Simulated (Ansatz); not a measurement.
Complex (SMILES): F (HF) with [H][H] (H2), atoms 1 to 2 the first; geometry from B3LYP-D3(BJ)/def2-TZVP, monomers rigid:
```xyz
4

F     -0.0503     0.0090    -0.4113
H     -0.1533    -0.6305     0.2513
H     -0.6250    -2.1461     1.4219
H     -0.1185    -1.7955     1.8432
```

The counterpoise-corrected interaction energy at CCSD(T) with Ansatz (a quantum-chemistry and plane-wave program), in kcal/mol, split into its Hartree-Fock and correlation parts. Cores are frozen. No added dispersion term, no relativity. Functions are those of the species that has most.

```
basis        X  functions  Hartree-Fock  CCSD(T)
-----------  -  ---------  ------------  -------
aug-cc-pVDZ  2         50         -0.32    -0.79
aug-cc-pVTZ  3        115         -0.26    -0.99
aug-cc-pVQZ  4        218         -0.26    -1.04
```

Worked estimate of the basis-set limit from each neighbouring pair, with Hartree-Fock from the larger set and the correlation part extrapolated as X^-3.
Correlation parts: X = 2: -0.47, X = 3: -0.73, X = 4: -0.78.
- (2,3): (27·(-0.73) - 8·(-0.47))/19 = -0.84; with Hartree-Fock -0.26 the estimate is -1.10 kcal/mol.
- (3,4): (64·(-0.78) - 27·(-0.73))/37 = -0.82; with Hartree-Fock -0.26 the estimate is -1.08 kcal/mol.
The last two estimates differ by 0.02 kcal/mol; the largest set lies 0.04 from the last. Over the last step Hartree-Fock moves by 0.00 and the correlation part by -0.05.
